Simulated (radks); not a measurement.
Results of a calculation; reference values are marked as such.
Charge is removed step by step from the 1s1/2 level of neutral carbon, starting from [He] 2s2 2p2. Level of theory: Dirac Kohn-Sham, PBEsol, spin-unpolarised, spherical densities, point nucleus; open shells fill j = l - 1/2 first (a radial shooting solver on a logarithmic mesh with Libxc functionals).

removed (e) = 0: E - E(0) (eV) 0.000; eigenvalue (eV) -272.03; E minus straight line (eV) 0.000
removed (e) = 0.125: E - E(0) (eV) 34.469; eigenvalue (eV) -279.50; E minus straight line (eV) -3.388
removed (e) = 0.25: E - E(0) (eV) 69.881; eigenvalue (eV) -287.10; E minus straight line (eV) -5.834
removed (e) = 0.375: E - E(0) (eV) 106.25; eigenvalue (eV) -294.81; E minus straight line (eV) -7.324
removed (e) = 0.5: E - E(0) (eV) 143.59; eigenvalue (eV) -302.62; E minus straight line (eV) -7.843
removed (e) = 0.625: E - E(0) (eV) 181.91; eigenvalue (eV) -310.52; E minus straight line (eV) -7.380
removed (e) = 0.75: E - E(0) (eV) 221.22; eigenvalue (eV) -318.50; E minus straight line (eV) -5.924
removed (e) = 0.875: E - E(0) (eV) 261.54; eigenvalue (eV) -326.55; E minus straight line (eV) -3.467
removed (e) = 1: E - E(0) (eV) 302.86; eigenvalue (eV) -334.64; E minus straight line (eV) 0.000

Removing the whole electron costs 302.86 eV by Delta-SCF, against 272.03 eV from minus the eigenvalue at the starting occupation. Slater's transition state (half an electron removed) gives 302.62 eV. Integrating minus the eigenvalue over the occupation (Janak's theorem) gives 302.86 eV. The mean slope of the eigenvalue, de/dn, is 62.6 eV per electron.
